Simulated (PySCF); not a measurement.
## Ionisation energy of Fe³⁺ by level of theory

Fe³⁺ [Ar] 3d5 [3d3/2^4 3d5/2^1, M_J = 5/2] → Fe⁴⁺ [Ar] 3d4 [3d3/2^4, M_J = 0], as a difference of total energies. Computed with PySCF 2.14 in x2c-SVPall-2c (5s5p3d1f, 42 functions), with the two-component X2C-1e Hamiltonian. Correlated levels: [Ne] frozen; the 6 highest virtual spinors dropped. "Screened" scales the spin-orbit matrix elements by Boettger's factors to mimic the two-electron term; Breit and QED terms are absent.

```
                    method  ionisation energy (eV)
           GHF (spin-free)                  54.759
          GMP2 (spin-free)                  55.093
 GHF (screened spin-orbit)                  54.688
GMP2 (screened spin-orbit)                  55.022
```

How much does correlation contribute at GMP2 (screened spin-orbit)?

55.022 − (54.688) = 0.334 eV, measured against GHF (screened spin-orbit).

Errors of the correlated levels include the incompleteness of this basis and the frozen core.

The labels give the starting determinants; with spin-orbit coupling the two ends relaxed to ⟨J²⟩ = 8.75, ⟨L²⟩ = 0.00, ⟨S²⟩ = 8.75 and ⟨J²⟩ = 3.90, ⟨L²⟩ = 6.00, ⟨S²⟩ = 6.00.

The determinant of Fe⁴⁺ mixes levels of different J (the jj label is only the starting occupation), so the difference between spin-free and spin-orbit rows is not the physical spin-orbit shift.

For comparison: 54.91 ± 0.04 eV (measured; NIST Atomic Spectra Database, ionization energies).
